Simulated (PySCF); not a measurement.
Field gradients at the hydrogen positions

C4H5F2PSi.
Atom-mapped SMILES: `[F:1][c:2]1[cH:3][pH:4][c:5]([F:6])[c:7]1[SiH3:8]` (hydrogens: H9 on C3; H10 on P4; H11, H12, H13 on Si8)

Structure used (GFN2-xTB), in Å, numbered top down from 1:
```
atom  x, y, z in Å
F1    -0.0538   -2.2158   -0.4708
C2     0.5168   -1.0055   -0.3670
C3     1.8352   -0.7975   -0.5284
P4     2.2036    0.9653   -0.4497
C5     0.4644    1.2282    0.0335
F6     0.0110    2.4538    0.3259
C7    -0.3115    0.1292   -0.0351
Si8   -2.1656   -0.0170    0.2931
H9     2.5520   -1.5547   -0.7900
H10    2.6982    0.9867    0.8585
H11   -2.3151   -0.8625    1.4782
H12   -2.6766    1.3303    0.5212
H13   -2.7630   -0.6399   -0.8871
```

Level: PBE0/pcSseg-1 (PySCF, non-relativistic); Q(2H) = 0.00286 b; rigid geometry, the same for H and D, with no vibrational averaging.

Task: Rank these positions by the coupling χzz of a deuteron there, largest first.
A. H10 (hydrogen on phosphorus)
B. H9 (hydrogen on carbon)
C. H12 (Si–H hydrogen)

Result: B (231 kHz), A (133 kHz), C (111 kHz).

Task: Give the electric field gradient Vzz (the principal value of largest size), its asymmetry and the 2H coupling at each hydrogen.

Result: 
| atom | bonded to | bond length (Å) | Vzz (au) | η | χzz (kHz) |
| --- | --- | --- | --- | --- | --- |
| H9 | C3 | 1.075 | 0.3445 | 0.08 | 231 |
| H10 | P4 | 1.399 | 0.1976 | 0.08 | 133 |
| H11 | Si8 | 1.463 | 0.1620 | 0.01 | 109 |
| H12 | Si8 | 1.459 | 0.1645 | 0.01 | 111 |
| H13 | Si8 | 1.462 | 0.1627 | 0.01 | 109 |

Task: Average by the element that carries the hydrogen.

Result: on C: 231 kHz over 1 position, mean bond length 1.075 Å; on P: 133 kHz over 1 position, mean bond length 1.399 Å; on Si: 110 kHz over 3 positions, mean bond length 1.462 Å.

Task: Give the 2H NMR doublet splittings at H11 for a magnetic field along the z, y and x axes of the gradient: 3χ/2, 3χ(1 + η)/4, 3χ(1 − η)/4.

Result: With |χ| = 108.9 kHz and η = 0.012: 163, 83 and 81 kHz, to first order and without motion.

Isolated species at its GFN2-xTB geometry, gas phase. GFN2-xTB bond lengths can be off by several hundredths of an ångström, more for odd bonds, and the gradients follow them. With so small a basis the couplings can be 20 % off.
